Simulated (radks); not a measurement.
The numbers below are computed, except where a source is named.
Initial-state core-level shifts of the titanium ion Ti3+ when its valence configuration changes from [Ar] 3d1. Level of theory: non-relativistic Kohn-Sham, r2SCAN, spin-polarised, spherical densities, point nucleus; open shells are filled with parallel spins first; meta-GGA in the generalised Kohn-Sham scheme (a radial shooting solver on a logarithmic mesh with Libxc functionals). Shifts are changes of the shell-averaged eigenvalues in eV (positive: less bound); the change of the density at the nucleus, which sets a Mossbauer isomer shift, is in e/bohr^3, on a base of 7133.

| valence | 1s | 2s | 2p | 3s | density at nucleus |
|---|---|---|---|---|---|
| 4s1 | -8.494 | -9.725 | -9.656 | -7.451 | +8.5802 |
| 4p1 | -9.536 | -10.771 | -10.700 | -8.452 | +2.3285 |
| 3d0.5 4s0.5 | -4.184 | -4.785 | -4.750 | -3.723 | +4.0904 |
| 3d0.5 4p0.5 | -4.707 | -5.307 | -5.271 | -4.230 | +1.1146 |
